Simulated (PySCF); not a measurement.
## Ionisation energy of Ba(50+) by level of theory

Ba(50+) [He] 2s2 2p2 (3P) → Ba(51+) [He] 2s2 2p1 (2P), as a difference of total energies. Calculation: PySCF 2.14, in an even-tempered Gaussian basis (17 s from 26 bohr⁻², ratio 2.2; 10 p from 33 bohr⁻², ratio 2.2; 5 d from 130 bohr⁻², ratio 2.4; 5 f from 190 bohr⁻², ratio 2.4; 4 g from 280 bohr⁻², ratio 2.4); the non-relativistic Hamiltonian (point nucleus). Correlated levels: nothing frozen; virtual orbitals above 40 to 60 times the deepest correlated orbital energy dropped. The calculations carry no spin-orbit coupling.

| method | ionisation energy (eV) |
| --- | --- |
| UHF | 9290.6 |
| LDA | 9285.1 |
| PBE | 9288.7 |
| PBE0 | 9289.4 |
| r2SCAN | 9293.0 |
| r2SCANh | 9292.9 |
| M06 | 9292.3 |
| MP2 (all electrons) | 9288.8 |
| SCS-MP2 (all electrons) | 9288.1 |

Spin-orbit coupling is strong in these open shells (close to jj coupling). The scalar numbers leave it out and a first-order estimate fails, so it can dominate the gap to the real levels.

The gap to the reference is mostly relativistic.

For comparison: 9739 ± 4 eV (theoretical estimate listed by NIST; NIST Atomic Spectra Database, ionization energies).
